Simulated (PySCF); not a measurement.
Spectra and structures to be paired. Theory: TDDFT CAM-B3LYP/def2-SVPD, vertical, gas phase, core orbitals frozen in the response in PySCF. Geometries: PBE0-D3(BJ)/def2-SVP; one conformer of each isolated species. Triplets are in the Tamm–Dancoff approximation. Relativistic effects are left out although some hold elements past zinc.

A. `[SiH3]N([SiH3])C([SiH3])([SiH3])[SiH3]`
B. `[H][Si]([H])(OCC)OCC`
C. `C(#CC)[SiH2]Br`

Lowest singlet levels (six at most, fewer where fewer were computed) with oscillator strengths:

1. 7.25 eV (f 0.000); 7.52 eV (f 0.022); 7.71 eV (f 0.001); 7.91 eV (f 0.000); 8.14 eV (f 0.069); 8.36 eV (f 0.104 summed over 2 states); T1 6.91 eV
2. 5.33 eV (f 0.000); 6.13 eV (f 0.002); 6.33 eV (f 0.012); 6.57 eV (f 0.005); 6.61 eV (f 0.014); 6.83 eV (f 0.039); T1 5.04 eV
3. 5.61 eV (f 0.000); 5.94 eV (f 0.018); 6.07 eV (f 0.000); 6.53 eV (f 0.013); 6.67 eV (f 0.031); 7.34 eV (f 0.004); T1 4.77 eV

Question: Match each spectrum to its molecule.

Answer: 1 = B, 2 = A, 3 = C.
- A: S1 at 5.33 eV, HOMO→LUMO (93%); Löwdin shares by element: HOMO nitrogen 42%, carbon 15%, silicon 14% or more (atoms not listed hold the other 29%); LUMO silicon 41% or more (atoms not listed hold the other 59%); HOMO -8.07 and LUMO 0.44 eV; point group Cs, 1 of its 6 listed states under f = 0.0005.
- B: S1 at 7.25 eV, HOMO→LUMO (78%), HOMO→LUMO+3 (10%); Löwdin shares by element: HOMO oxygen 44%, silicon 17%, hydrogen 10% or more (atoms not listed hold the other 29%); LUMO carbon 20% or more, silicon 17%, hydrogen 9% or more (atoms not listed hold the other 54%); HOMO -9.36 and LUMO 1.25 eV.
- C: S1 at 5.61 eV, HOMO-1/HOMO→LUMO (≥71%); Löwdin shares by element: HOMO (one of a set within 0.03 eV) carbon 60% or more, bromine 11%, silicon 9% (atoms not listed hold the other 20%); LUMO carbon 30% or more, bromine 26%, silicon 26% (atoms not listed hold the other 18%); HOMO -9.31 and LUMO 0.25 eV.

A slash joins orbitals within 0.01 eV of each other, whose weights are summed (≥ marks a lower bound).
